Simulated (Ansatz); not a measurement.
Born–Oppenheimer molecular dynamics of a periodic cell of 27 atoms, H18SO8 (contents 8 H2O + 1 SH2, density as packed 0.99 g/cm³ with natural masses). It starts from a partly relaxed structure (largest force component 0.29 eV/Å).

Method: DFT LDA, scalar-relativistic, plane waves, PAW in Ansatz 0.2.0. Settings: accuracy low, cutoff 420 eV, k mesh 1x1x1, fermi-dirac smearing 0.05 eV, no spin polarisation.

* ensemble: NVT, Langevin thermostat
* time step: 0.5 fs
* steps asked: 300
* set temperature: 700 K
* friction: 0.02 /fs
* seed: 997962

First frame:

```xyz
27
Lattice="6.6943 0.0000 0.0000 0.0000 6.6943 0.0000 0.0000 0.0000 6.6943" Properties=species:S:1:pos:R:3
O 1.873 2.372 5.012
H 2.527 1.925 4.432
H 1.389 3.016 4.423
O 4.061 2.101 0.105
H 3.354 2.654 -0.294
H 4.174 1.355 -0.544
O 3.363 5.649 1.262
H 3.040 5.397 2.152
H 2.639 6.213 0.875
O 6.000 6.142 2.059
H 5.069 6.039 1.706
H 6.555 6.541 1.348
O 1.157 0.227 6.728
H 1.327 0.953 6.066
H 0.667 -0.535 6.242
O 6.493 4.917 5.765
H 6.656 4.487 4.862
H 6.465 4.187 6.465
O -0.351 2.941 0.911
H -1.296 2.633 0.651
H 0.225 2.177 0.698
O 7.030 4.097 3.308
H 6.698 4.963 2.866
H 6.723 3.456 2.602
S 4.008 -0.237 4.606
H 5.059 -0.931 5.246
H 3.083 -0.683 5.507
```

Problem. What does the run give?

Solution. The run went to its last step.

```json
{
 "steps done": "300",
 "time covered": "150 fs",
 "mean temperature over the second half": "743 K",
 "spread of the potential energy over the second half": "8.7 meV per atom",
 "mean potential energy of the second half above the start": "69.7 meV per atom"
}
```

A run of 0.15 ps of so small a system gives no equilibrium averages. Limits of this set-up: coarse k mesh, low accuracy level.

Problem. What happens to the structure?

Solution. Mean squared displacements from the first frame to the last, about the centre of mass: O 0.75 Å², H 1.04 Å², S 0.11 Å². Another seed would give other details.

Problem. How do temperature and energy run in time?

Solution. 
```csv
time (fs),T (K),potential energy less start (eV)
0.0,674,0.000
5.0,579,0.632
10.0,526,0.895
15.0,392,1.210
20.0,456,1.200
25.0,491,1.195
30.0,515,1.266
35.0,525,1.316
40.0,432,1.363
45.0,658,1.144
50.0,588,1.915
55.0,717,1.893
60.0,742,2.137
65.0,794,2.044
70.0,674,2.332
75.0,661,2.198
80.0,697,2.183
85.0,741,1.976
90.0,710,1.775
95.0,785,1.560
100.0,603,1.880
105.0,764,1.695
110.0,774,1.874
115.0,719,1.696
120.0,686,2.136
125.0,814,1.647
130.0,899,1.408
135.0,858,1.578
140.0,721,1.919
145.0,689,2.263
150.0,878,1.939
```

Time of the run: 4.9 min on 1 thread of Arm Neoverse V1 (shared host), peak memory 0.33 GiB.
